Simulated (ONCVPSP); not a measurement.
## Bi, ONCV: configuration errors across variants

Bi (Z = 83), optimised norm-conserving Vanderbilt (ONCV), made with ONCVPSP 4.0.1 (LDA (Perdew-Zunger), scalar-relativistic). Core [Kr] 4d10 4f14, reference 5s2 5p6 5d10 6s1.5 6p3.5. Waves: 5s+6s: rc 1.40 bohr, ncon 4, nbas 7, qcut 8 1/bohr, 2 projectors; 5p+6p: rc 1.65 bohr, ncon 4, nbas 7, qcut 9.4 1/bohr, 2 projectors; 5d: rc 1.80 bohr, ncon 4, nbas 9, qcut 10.6 1/bohr, 2 projectors, debl 1.8 Ha. Local part: polynomial inside 1.15 bohr (lpopt 5, dvloc0 6 Ha). Core correction: Teter function fitted to the true core (icmod 2), fcfact 0.65.

All-electron excitation energies from the reference (eV): (1) 5s2 5p6 5d10 6s2 6p3 -5.041; (2) 5s2 5p6 5d10 6s2 6p2 3.113; (3) 5s2 5p6 5d10 6s2 6p1 18.678; (4) 5s2 5p6 5d9 6s2 6p4 19.082.

1 further variants failed, have other tests or too few solved ones, and are left out.

Errors AE − PS in meV (a dash: test not solved or not reliable):

| change | (1) | (2) | (3) | (4) | bound ghosts | GHOST(+) flags above zero |
| --- | --- | --- | --- | --- | --- | --- |
| base | +0.7 | -2.6 | -9.9 | -15 | none | none |
| core correction Teter function, fcfact 3.75, rcfact 1.4 | +0.7 | -2.6 | -9.9 | -18 | none | none |
| p: qcut 8 | +0.7 | -2.6 | -10 | -15 | none | none |
| s: qcut 6.2; p: qcut 7.3; d: qcut 8.2 | 0.0 | -3.3 | -11 | -6.7 | none | s |
| d: debl 3.4 | +0.7 | -2.6 | -9.9 | -15 | none | none |
| d: rc 2.56 | +1.5 | -2.0 | -8.8 | -346 | none | none |
| p: ncon 3, nbas 6 | +1.1 | -1.7 | -8.8 | -16 | none | p |

Q: Give the same row for: d: rc 2.12.

A: +0.7, -2.6, -10, +9.7; bound ghosts: none; GHOST(+) flags above zero: none.
